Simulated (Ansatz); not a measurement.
Cartesian coordinates (Å):
SMILES: O[Si](O)(O)F
```xyz
8

O     -0.7280     1.2281     0.6976
Si     0.0323    -0.0584     0.0750
O     -0.9882    -0.9056    -0.8533
O      1.3039     0.4245    -0.8028
F      0.5445    -0.9864     1.2657
H     -0.2395     1.8074     1.2831
H     -1.7784    -1.2667    -0.4504
H      1.8535    -0.2428    -1.2149
```
Charge 0, spin multiplicity 1.

All values below come from frozen-core CCSD(T)/cc-pVTZ // PBE0-D3(BJ)/def2-TZVP (Ansatz, a quantum-chemistry and plane-wave program).

The HF energy is -615.10246 Ha and the MP2 correlation energy is -1.08439 Ha.

Q: Estimate the CCSD correlation energy, the (T) correction, the total energy and the T1 diagnostic.

A: 
```json
{
 "CCSD correlation energy": "-1.09205 Ha",
 "(T) correction": "-0.03572 Ha",
 "CCSD(T) total energy": "-616.23023 Ha",
 "T1 diagnostic": "0.011"
}
```
